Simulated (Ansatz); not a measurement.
Basis-set extrapolation for C2H8Si2, SMILES `[SiH3]/C=C/[SiH3]` (PBE0-D4/def2-TZVP geometry, frozen core, Ansatz). Multiplicity 1, RHF reference.

|  | def2-TZVPP | def2-QZVPP |
| --- | --- | --- |
| HF | -658.282932 | -658.304660 |
| MP2 correlation | -0.578884 | -0.617648 |
| CCSD(T) correlation | -0.665202 | -0.698510 |

Energies in hartree. Use E(X) = E(∞) + A·exp(−7.88·√X) for Hartree–Fock and E(X) = E(∞) + B·X^(−2.97) for correlation, with X = 3 and 4.

Problem. What is the CCSD(T) energy at the basis-set limit?

Solution. HF limit: -658.304660 + (-0.021728) × 0.13774 = -658.30765. Correlation limit: -0.698510 + (-0.033308) × 0.74074 = -0.72318. Total: -659.03083 hartree, 217.1 kJ/mol below CCSD(T)/def2-TZVPP.
